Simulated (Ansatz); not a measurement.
Reaction (redistribution): `N[SiH2]N[SiH2]Cl` + `O[Si](Cl)(Cl)Cl` → `N[SiH2]N[SiH2]O` + silicon tetrachloride

Program: Ansatz. Geometries: PBE0-D4/def2-TZVP. ΔE: electronic, gas phase. CBS: MP2 limit from def2 TZ/QZ plus the TZ coupled-cluster correction, frozen cores. DFT in def2-TZVPP. B3LYP here is the variant with VWN-RPA as its local correlation; programs differ in this. Each species was taken in one conformer, which may not be the lowest.

`N[SiH2]N[SiH2]Cl`:

```xyz
12

N    -1.781   -0.557   -1.197
Si   -0.080   -0.559   -1.039
N     0.449    0.754   -0.043
Si    1.188    0.653    1.492
Cl   -0.178    0.356    3.019
H    -2.390   -0.690   -0.406
H    -2.215   -0.842   -2.059
H     0.428   -0.455   -2.431
H     0.515   -1.750   -0.373
H     0.090    1.665   -0.297
H     2.103   -0.505    1.532
H     1.871    1.929    1.801
```

`O[Si](Cl)(Cl)Cl`:

```xyz
6

O     0.667   -0.611    1.002
Si   -0.122    0.254   -0.112
Cl    0.869    0.253   -1.885
Cl   -1.983   -0.490   -0.441
Cl   -0.250    2.136    0.603
H     0.819   -1.543    0.833
```

`N[SiH2]N[SiH2]O`:

Z-matrix (Å, degrees):
```
Si
N 1 1.724
N 1 1.713 2 109.9
H 1 1.489 2 104.3 3 -125.1
H 1 1.488 2 114.1 3 116.1
Si 2 1.718 1 129.9 3 135.9
H 2 1.013 1 114.4 3 -46.4
H 3 1.006 1 120.1 2 145.4
H 3 1.007 1 122.3 2 -63.7
O 6 1.648 2 114.0 1 -112.3
H 6 1.480 2 110.8 1 132.0
H 6 1.485 2 106.1 1 10.2
H 10 0.958 6 117.3 2 62.3
```

`Cl[Si](Cl)(Cl)Cl`:

Z-matrix (Å, degrees):
```
Si
Cl 1 2.021
Cl 1 2.022 2 109.5
Cl 1 2.021 2 109.5 3 120.0
Cl 1 2.022 2 109.5 3 -120.0
```

| level | ΔE (kcal/mol) |
| --- | --- |
| PBE-D4 | 4.9 |
| r2SCAN-D4 | 5.6 |
| B3LYP-D4 | 5.4 |
| ωB97M-V | 5.3 |
| B2PLYP | 5.2 |
| MP2/def2-TZVPP | 4.8 |
| MP2/def2-QZVPP | 4.7 |
| MP2/CBS(def2) | 4.6 |

Q: What does CCSD(T)/CBS give? (Best estimate.)

A: The calculation gave: +5.1 kcal/mol. The listed levels differ from it by -0.2, 0.5, 0.3, 0.2, 0.1, -0.3, -0.4, -0.5 kcal/mol.

Largest T1 diagnostic among the species: 0.011.

In def2-TZVPP, CCSD(T) changes the Hartree–Fock value by −1.7 kcal/mol (the triples alone add −0.3 kcal/mol) and MP2 by −2.2 kcal/mol.
